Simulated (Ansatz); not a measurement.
Relaxation of Cd₇S₇, a nanocrystal cut from zinc blende CdS (bare) with RKS PBE-D4/def2-SVP.

```sh
$ ansatz run in.yaml --threads 2 --pin off --events-out ev --progress --plain --max-ram 32768MiB --backend cuda --devices 0, --max-vram 18GiB
```

```yaml
crystal:
  periodic: [false, false, false]
  atoms:
    - {symbol: Cd, position_ang: [-3.389820, 1.056640, 0.373510]}
    - {symbol: Cd, position_ang: [0.997360, -3.562040, 0.113980]}
    - {symbol: Cd, position_ang: [-1.825140, -1.707170, -0.946190]}
    - {symbol: Cd, position_ang: [0.810490, -0.823340, 1.951430]}
    - {symbol: Cd, position_ang: [1.724540, 1.818240, -0.953790]}
    - {symbol: Cd, position_ang: [-1.024200, 3.359310, 0.411200]}
    - {symbol: Cd, position_ang: [3.558670, -0.992460, 0.120610]}
    - {symbol: S, position_ang: [-4.031790, -0.935990, -0.799070]}
    - {symbol: S, position_ang: [-3.201600, 3.212160, 1.362900]}
    - {symbol: S, position_ang: [-0.614690, -3.823920, -1.511040]}
    - {symbol: S, position_ang: [2.562630, -2.558900, 1.892750]}
    - {symbol: S, position_ang: [0.960560, 4.023130, -0.758170]}
    - {symbol: S, position_ang: [3.811840, 0.581670, -1.540890]}
    - {symbol: S, position_ang: [-0.338870, 0.352670, 0.282760]}
basis:
  gaussian: {orbitals: def2-SVP}
hamiltonian: {xc: pbe, dispersion: d4}
scf: {lower_state_search: "off"}
output: {orbitals: {seedname: orbitals}}
relax: {f_tol: 0.03, max_steps: 70}
```

Run time 34 s (2 threads of AMD EPYC 7R13 on a shared host and a share (18 GiB) of an NVIDIA H100 80GB HBM3), peak host memory 1 GiB.

Positions (Å) and forces (eV/Å) at steps 1, 2, 3, 4, 5, 6 of 6:

```xyz
14
step=1 energy=-107754.3902 eV
Cd   -3.390    1.057    0.374   -0.261   -0.034   -0.116
Cd    0.997   -3.562    0.114    0.346    0.375    0.323
Cd   -1.825   -1.707   -0.946    0.511   -0.466   -0.018
Cd    0.810   -0.823    1.951    0.004    0.004   -0.107
Cd    1.725    1.818   -0.954    0.461   -0.486   -0.027
Cd   -1.024    3.359    0.411   -0.006    0.279   -0.115
Cd    3.559   -0.992    0.121   -0.368   -0.360    0.311
S    -4.032   -0.936   -0.799   -0.331    0.392    0.149
S    -3.202    3.212    1.363    0.124   -0.141    0.026
S    -0.615   -3.824   -1.511   -0.060    0.110   -0.007
S     2.563   -2.559    1.893    0.090   -0.110   -0.463
S     0.961    4.023   -0.758   -0.352    0.332    0.144
S     3.812    0.582   -1.541   -0.077    0.066   -0.027
S    -0.339    0.353    0.283   -0.080    0.039   -0.073
14
step=2 energy=-107754.5090 eV
Cd   -3.526    1.135    0.366    0.033   -0.057   -0.101
Cd    1.132   -3.428    0.126   -0.202   -0.259   -0.236
Cd   -1.819   -1.767   -0.904    0.003   -0.019    0.023
Cd    0.873   -0.886    1.813   -0.285    0.306    0.058
Cd    1.795    1.810   -0.910    0.014    0.005    0.025
Cd   -1.112    3.497    0.396    0.050   -0.021   -0.113
Cd    3.436   -1.134    0.123    0.237    0.184   -0.222
S    -4.042   -0.895   -0.768    0.020    0.081    0.052
S    -3.264    3.265    1.382    0.082   -0.068    0.007
S    -0.488   -3.772   -1.487    0.024    0.004    0.035
S     2.644   -2.642    1.912    0.083   -0.066    0.153
S     0.923    4.030   -0.727   -0.086   -0.039    0.061
S     3.775    0.455   -1.521   -0.014   -0.016    0.046
S    -0.328    0.333    0.197    0.041   -0.036    0.212
14
step=3 energy=-107754.5510 eV
Cd   -3.491    1.111    0.352   -0.007   -0.002   -0.047
Cd    1.096   -3.467    0.105   -0.007   -0.016    0.005
Cd   -1.807   -1.775   -0.896    0.000   -0.022    0.014
Cd    0.826   -0.835    1.875   -0.035    0.047   -0.017
Cd    1.800    1.801   -0.902    0.019    0.006    0.015
Cd   -1.089    3.466    0.380   -0.005    0.018   -0.055
Cd    3.470   -1.100    0.103    0.008   -0.002    0.002
S    -4.032   -0.911   -0.770   -0.001    0.033    0.013
S    -3.229    3.232    1.381    0.032   -0.027    0.027
S    -0.519   -3.800   -1.508   -0.008    0.024    0.005
S     2.607   -2.607    1.886   -0.001    0.005   -0.033
S     0.938    4.023   -0.729   -0.032   -0.007    0.018
S     3.798    0.487   -1.539   -0.025    0.012    0.012
S    -0.368    0.375    0.260    0.062   -0.068    0.041
14
step=4 energy=-107754.5527 eV
Cd   -3.452    1.093    0.338    0.029    0.017    0.021
Cd    1.053   -3.453    0.119   -0.007    0.038    0.013
Cd   -1.884   -1.851   -0.896    0.009    0.086   -0.006
Cd    0.794   -0.803    1.932   -0.060    0.066   -0.122
Cd    1.878    1.889   -0.901   -0.095   -0.016    0.000
Cd   -1.076    3.441    0.355   -0.021   -0.029    0.024
Cd    3.444   -1.061    0.114   -0.044   -0.004    0.016
S    -4.057   -0.862   -0.851    0.006   -0.040   -0.017
S    -3.122    3.126    1.513    0.001    0.003    0.004
S    -0.570   -3.849   -1.470   -0.016   -0.063   -0.027
S     2.580   -2.585    1.868    0.039   -0.035    0.053
S     0.890    4.058   -0.812    0.042   -0.005   -0.017
S     3.841    0.540   -1.496    0.066    0.024   -0.031
S    -0.319    0.317    0.187    0.052   -0.041    0.089
14
step=5 energy=-107754.5588 eV
Cd   -3.442    1.101    0.351    0.006   -0.009   -0.013
Cd    1.037   -3.454    0.139    0.029   -0.005   -0.004
Cd   -1.861   -1.823   -0.924    0.032    0.006    0.002
Cd    0.817   -0.812    1.900    0.047   -0.045    0.122
Cd    1.830    1.855   -0.920   -0.014   -0.021    0.003
Cd   -1.084    3.443    0.371    0.013   -0.003   -0.013
Cd    3.447   -1.054    0.123    0.004   -0.030   -0.001
S    -4.026   -0.823   -0.907   -0.015    0.016    0.005
S    -3.112    3.116    1.557    0.002   -0.005    0.009
S    -0.585   -3.868   -1.449   -0.015    0.012    0.005
S     2.593   -2.594    1.876    0.006   -0.009   -0.003
S     0.856    4.032   -0.859   -0.014    0.005    0.006
S     3.853    0.559   -1.475   -0.007    0.015    0.001
S    -0.323    0.321    0.218   -0.075    0.073   -0.119
14
step=6 energy=-107754.5612 eV
Cd   -3.443    1.105    0.345    0.000    0.011    0.002
Cd    1.043   -3.455    0.133   -0.004   -0.009   -0.018
Cd   -1.840   -1.800   -0.918   -0.025    0.004   -0.013
Cd    0.816   -0.810    1.926    0.009   -0.009   -0.013
Cd    1.807    1.835   -0.915   -0.003    0.024   -0.012
Cd   -1.087    3.445    0.366   -0.011    0.001    0.003
Cd    3.447   -1.060    0.117    0.008    0.003   -0.016
S    -4.019   -0.814   -0.921    0.018   -0.004   -0.002
S    -3.106    3.109    1.568    0.008   -0.008    0.000
S    -0.595   -3.865   -1.440    0.015    0.004    0.016
S     2.598   -2.600    1.870   -0.015    0.015    0.015
S     0.847    4.025   -0.873    0.004   -0.017   -0.002
S     3.850    0.569   -1.468   -0.004   -0.013    0.014
S    -0.319    0.317    0.209    0.001   -0.002    0.026
```

In the def2 sets Cd takes a core potential; there is no spin–orbit coupling.
